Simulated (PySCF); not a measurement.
**Scalar relativity in S⁻ (sulfur, charge -1)**

[Ne] 3s2 3p5, 2P determinant; UHF calculated with PySCF 2.14 in dyall-acv3z (19s12p6d4f, 113 functions), once non-relativistic with a point nucleus and once with spin-free X2C-1e and a Gaussian nucleus.

```json
{"shell": "1s α", "ε non-rel. (eV)": "-2494.8", "ε X2C (eV)": "-2502.7", "rms r non-rel. (bohr, spins averaged)": "0.1126", "rms r X2C (bohr, spins averaged)": "0.1120", "change of radius (%)": "-0.52"}
{"shell": "1s β", "ε non-rel. (eV)": "-2494.5", "ε X2C (eV)": "-2502.4", "rms r non-rel. (bohr, spins averaged)": "0.1126", "rms r X2C (bohr, spins averaged)": "0.1120", "change of radius (%)": "-0.52"}
{"shell": "2s α", "ε non-rel. (eV)": "-236.19", "ε X2C (eV)": "-237.55", "rms r non-rel. (bohr, spins averaged)": "0.5183", "rms r X2C (bohr, spins averaged)": "0.5162", "change of radius (%)": "-0.41"}
{"shell": "2s β", "ε non-rel. (eV)": "-235.95", "ε X2C (eV)": "-237.31", "rms r non-rel. (bohr, spins averaged)": "0.5183", "rms r X2C (bohr, spins averaged)": "0.5162", "change of radius (%)": "-0.41"}
{"shell": "2p α", "ε non-rel. (eV)": "-173.15", "ε X2C (eV)": "-173.15", "rms r non-rel. (bohr, spins averaged)": "0.4917", "rms r X2C (bohr, spins averaged)": "0.4911", "change of radius (%)": "-0.12"}
{"shell": "2p β", "ε non-rel. (eV)": "-172.71", "ε X2C (eV)": "-172.71", "rms r non-rel. (bohr, spins averaged)": "0.4917", "rms r X2C (bohr, spins averaged)": "0.4911", "change of radius (%)": "-0.12"}
{"shell": "3s α", "ε non-rel. (eV)": "-17.263", "ε X2C (eV)": "-17.383", "rms r non-rel. (bohr, spins averaged)": "1.929", "rms r X2C (bohr, spins averaged)": "1.922", "change of radius (%)": "-0.34"}
{"shell": "3s β", "ε non-rel. (eV)": "-14.418", "ε X2C (eV)": "-14.539", "rms r non-rel. (bohr, spins averaged)": "1.929", "rms r X2C (bohr, spins averaged)": "1.922", "change of radius (%)": "-0.34"}
{"shell": "3p α", "ε non-rel. (eV)": "-3.504", "ε X2C (eV)": "-3.491", "rms r non-rel. (bohr, spins averaged)": "2.601", "rms r X2C (bohr, spins averaged)": "2.602", "change of radius (%)": "0.04"}
{"shell": "3p β", "ε non-rel. (eV)": "-2.325", "ε X2C (eV)": "-2.311", "rms r non-rel. (bohr, spins averaged)": "2.601", "rms r X2C (bohr, spins averaged)": "2.602", "change of radius (%)": "0.04"}
```

The total energy goes from -397.5454 to -398.6297 hartree.

Relativity contracts and stabilises s shells directly. The contracted s shells screen the nucleus better, so for spin-averaged p shells the direct and indirect effects partly cancel.
